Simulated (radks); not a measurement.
Ionisation of the beryllium ion Be+, [He] 2s1, to [He] as the strength of local exchange is varied. Calculated with a radial shooting solver on a logarithmic mesh with Libxc functionals: non-relativistic Kohn-Sham, Slater X-alpha exchange (alpha = 2/3 is LDA exchange), no correlation, spin-polarised, spherical densities, point nucleus; open shells are filled with parallel spins first.

alpha  E(Be+) (hartree)  exchange (hartree)  IE (eV)  -e of the level emptied (eV)  <r> of it (bohr)
0.667         -13.94362            -2.13789   17.643                   13.681 (2s)             2.291
0.759         -14.24035            -2.46342   18.439                   14.584 (2s)             2.238
0.827         -14.46207            -2.70879   19.041                   15.270 (2s)             2.200
0.919         -14.76527            -3.04722   19.870                   16.222 (2s)             2.152
1.006         -15.05540            -3.37407   20.672                   17.148 (2s)             2.108
1.013         -15.07889            -3.40065   20.737                   17.223 (2s)             2.104

NIST Atomic Spectra Database: 18.211 eV (measured). The Delta-SCF value meets it near alpha = 0.73.
